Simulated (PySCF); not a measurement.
Cd(NH2)(SeH) (CdH3NSe), SMILES [NH2][Cd][SeH].

The structure is a stationary point at B3LYP-D3(BJ)/def2-SVP. The structure was generated by enumeration; whether it is a known compound was not checked. The def2 effective core potentials stand for the cores of Cd; spin–orbit coupling is left out. The values are those of a single conformer.

Level of theory: PBE/def2-TZVPD (PySCF).

Isolated molecule, no solvent.

Q: Estimate the frontier levels, gap, dipole moment and polarisability. (An estimate is asked for; the answer gives what the named calculation found.)

A: 
```json
{
  "highest_occupied_level": "-5.76 eV",
  "lowest_empty_level": "-2.05 eV",
  "orbital_gap": "3.70 eV",
  "dipole_moment": "0.363 e·Å",
  "quadrupole, principal values (traceless, Buckingham form, about the centre of nuclear charge)": "-6.42, 1.83, 4.59 D·Å",
  "mean_static_polarisability": "79.3 bohr³ (11.75 Å³)",
  "polarisability_principal_values": "60.7, 61.0, 116.3 bohr³"
}
```
